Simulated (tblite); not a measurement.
Isomers of C6H13P. All values are computed: GFN2-xTB (tblite) harmonic vibrations without scaling, gas phase. Against measured fundamentals such values can be off by several per cent, at times by over 20. Modes of hydrogen on phosphorus can be 10 to 20 % off. One conformer each.

Electronic energies: GFN2-xTB at the same geometries; isomer energies are rough at this level and their order can be wrong.

```json
{"SMILES": "C/C=P/[C@H](C)CC", "electronic energy, lowest = 0 (kcal/mol)": "29.0"}
{"SMILES": "C=[P@@]1(C)CC[C@H]1C", "electronic energy, lowest = 0 (kcal/mol)": "54.0"}
{"SMILES": "CP1CCCCC1", "electronic energy, lowest = 0 (kcal/mol)": "0.0"}
{"SMILES": "C=CP(C)(C)=CC", "electronic energy, lowest = 0 (kcal/mol)": "69.0"}
{"SMILES": "C=CP[C@@H](C)CC", "electronic energy, lowest = 0 (kcal/mol)": "32.8"}
{"SMILES": "C=CCP(C)CC", "electronic energy, lowest = 0 (kcal/mol)": "30.6"}
```

Task: How do GFN2-xTB zero-point energies change the relative energies?

Result: 
| SMILES | ZPE (kcal/mol) | of it from modes above 1550 cm⁻¹ | electronic (kcal/mol) | with ZPE, lowest = 0 (kcal/mol) | lowest mode (cm⁻¹) | rings |
| --- | --- | --- | --- | --- | --- | --- |
| CP1CCCCC1 | 110.8 | 55.1 | 0.0 | 0.0 | 132 | 1 |
| C/C=P/[C@H](C)CC | 109.4 | 55.7 | 29.0 | 27.6 | 59 | 0 |
| C=CCP(C)CC | 107.5 | 58.4 | 30.6 | 27.3 | 46 | 0 |
| C=CP[C@@H](C)CC | 107.5 | 57.3 | 32.8 | 29.5 | 51 | 0 |
| C=[P@@]1(C)CC[C@H]1C | 106.7 | 55.5 | 54.0 | 49.9 | 77 | 1 |
| C=CP(C)(C)=CC | 104.8 | 58.2 | 69.0 | 63.0 | 75 | 0 |

The zero-point energies span 6.0 kcal/mol, from `C=CP(C)(C)=CC` to `CP1CCCCC1`. The lowest isomer stays, but the order above it changes.

Task: What do entropy and thermal enthalpy add at 298.15 K and 1 bar (rigid rotor, harmonic oscillator, one conformer each)?

Result: 
```csv
SMILES,point group,symmetry number,S (cal/(mol K)),H − H(0) (kcal/mol),ZPE + H − H(0) − TS (kcal/mol)
CP1CCCCC1,Cs,1,86.3,5.66,90.7
C/C=P/[C@H](C)CC,C1,1,96.7,6.88,87.4
C=CCP(C)CC,C1,1,99.3,7.08,85.0
C=CP[C@@H](C)CC,C1,1,98.8,6.92,85.0
C=[P@@]1(C)CC[C@H]1C,C1,1,93.2,6.64,85.5
C=CP(C)(C)=CC,C1,1,99.7,7.48,82.5
```
